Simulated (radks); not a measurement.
Task: Br3+, 32 electrons, occupied as [Ar] 3d10 4s2 4p2. Calculated with a radial shooting solver on a logarithmic mesh with Libxc functionals: Dirac Kohn-Sham, BLYP, spin-unpolarised, spherical densities, finite nucleus; open shells fill j = l - 1/2 first; Fermi nuclear charge, rms radius 4.1629 fm.

Spin-orbit splittings of the eigenvalues, e(l+1/2) - e(l-1/2), with zeta = 2 splitting/(2l+1) and mean radii in bohr:

| shell | occ. | splitting (eV) | zeta (eV) | <r> j=l-1/2 | <r> j=l+1/2 |
|---|---|---|---|---|---|
| 2p | 6 | 47.55 | 31.70 | 0.1627 | 0.1666 |
| 3p | 6 | 6.857 | 4.571 | 0.5565 | 0.5670 |
| 3d | 10 | ? | ? | 0.5853 | 0.5893 |
| 4p | 2 | 0.7349 | 0.4899 | 1.753 | 1.780 |
| 4d | 0 | 0.06695 | 0.02678 | 2.517 | 2.526 |

Estimate the 3d splitting.

Result: 1.093 eV (zeta = 0.4371 eV).
